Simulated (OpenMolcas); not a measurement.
**Xe VII: from CASSCF to CASPT2**

| Item | Value |
| --- | --- |
| Program | OpenMolcas 26.06 |
| Basis | ANO-RCC-VQZP [8s7p5d3f2g] |
| Scalar Hamiltonian | DKH2, point nucleus |
| Active space | 2 electrons in 4 orbitals (5s 5p) |
| State averaging | 2S+1 = 3 even, 3 roots; 2S+1 = 1 even, 7 roots; 2S+1 = 3 odd, 3 roots; 2S+1 = 1 odd, 3 roots |
| Spin-orbit coupling | RASSI with atomic mean-field integrals over the reference wave functions, term energies averaged over their components |

Methods on the same reference wave functions:
A. CASSCF
B. SS-CASPT2, IPEA 0.25 Eh, imaginary shift 0.1 Eh (closed shells correlated: 4d)
C. MS-CASPT2, IPEA 0.25 Eh, imaginary shift 0.1 Eh (closed shells correlated: 4d)
D. XMS-CASPT2, IPEA 0.25 Eh, imaginary shift 0.1 Eh (closed shells correlated: 4d)

Energies in cm-1 above 5s2 1S0, the measured ground level; measured values from Saloman, J. Phys. Chem. Ref. Data 33, 765 (2004).

```
      Level       A       B       C       D  Measured
    5s2 1S0     0.0     0.0     0.0     0.0       0.0
5s 5p 3P* 0   92180   97060   97720   98800     96141
5s 5p 3P* 1   96379  100880  101530  102590    100451
5s 5p 3P* 2  107266  112140  112800  113890    113676
5s 5p 1P* 1  153438  140620  141270  141630    143259
    5p2 3P0  224850  225300  225950  226890    223673
    5p2 3P1  233146  234540  235200  236180    234685
    5p2 1S0  283516  272950  274270  274710    273208
```

Deviations, from unrounded energies. A percentage is the sum of absolute deviations over the sum of measured energies, with the sign that they share, or ± where signs differ.

```
           Against measurement  Levels     A     B     C     D
mean absolute deviation (cm-1)       7  5400  1100  1300  1800
      other configurations (%)       7  ±3.2  ±0.6  ±0.8  ±1.1
```

B lies closest to measurement on these levels and A furthest from it. The largest miss of B in the table is 5s 5p 1P* 1, by -2600 cm-1. The ranking rests on the paired levels alone, and a cruder setting can come out closer through cancelling errors.

Among B to D the level of the table that moves most is 5p2 1S0, by 1800 cm-1 (lowest in B, highest in D). Moves below CASPT2's spread within the term are not significant.

The lowest spin-free term lies below A's lowest term by 0.467 hartree in B, 0.470 hartree in C, 0.477 hartree in D.

Term energies are means over components that CASPT2 splits; among the terms shown or strongly mixed into the levels shown the widest spread is 170 cm-1 (5s 5p 1P*, D). Over all roots computed the reference weight is 0.90 to 0.95 in B, 0.90 to 0.95 in C, 0.83 to 0.95 in D; the roots of lowest weight are the least certain, and an intruder state may touch them. The ¹D term of p² mixes with s d, which this space lacks. Measured partners are found by configuration, term and J. A level has none where our copy of the source lacks it or the pairing is in doubt (some pairs that miss far off the trend of their configuration count as doubtful), and it then counts in no deviation. Only configurations of the active space appear. The table leaves out levels that lie high or whose names do not pair safely across all columns.

* marks odd parity.
